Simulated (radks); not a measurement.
Valence configurations of Ru II (all share [Kr]). All-electron calculation, scalar-relativistic Kohn-Sham, r2SCAN, spin-polarised, spherical densities, finite nucleus; open shells are filled with parallel spins first (spin-orbit coupling, left out, can overturn this in heavy ions); meta-GGA in the generalised Kohn-Sham scheme; Fermi nuclear charge, rms radius 4.4809 fm. Program: a radial shooting solver on a logarithmic mesh with Libxc functionals. Energies are relative to 4d7; eigenvalues in eV for spin up.

| valence | E (eV) | moment (Bohr magnetons) | e(4d) | e(5p) | e(5s) |
|---|---|---|---|---|---|
| 4d7 | 0.000 | 3 | -13.588 | - | - |
| 4d6 5s1 | 0.275 | 5 | -16.999 | - | -12.792 |
| 4d6.5 5p0.5 | 2.671 | 4 | -15.895 | -7.029 | - |
| 4d5 5s2 | 3.428 | 5 | -20.642 | - | -13.857 |
| 4d6 5p1 | 5.584 | 5 | -18.188 | -8.058 | - |
| 4d5 5s1 5p1 | 6.244 | 7 | -21.686 | -9.254 | -15.200 |
| 4d5 5s0.5 5p1.5 | 9.203 | 7 | -22.249 | -9.575 | -15.469 |
| 4d4.5 5s2 5p0.5 | 10.048 | 5 | -22.813 | -9.002 | -15.050 |
| 4d5 5p2 | 12.136 | 7 | -22.796 | -9.862 | - |
| 4d4 5s2 5p1 | 17.252 | 5 | -24.940 | -9.928 | -16.189 |

NIST lists [Kr] 4d7 as the ground configuration; this level of theory agrees among the configurations tried. The energies are those of spherical high-spin densities, not of single terms.
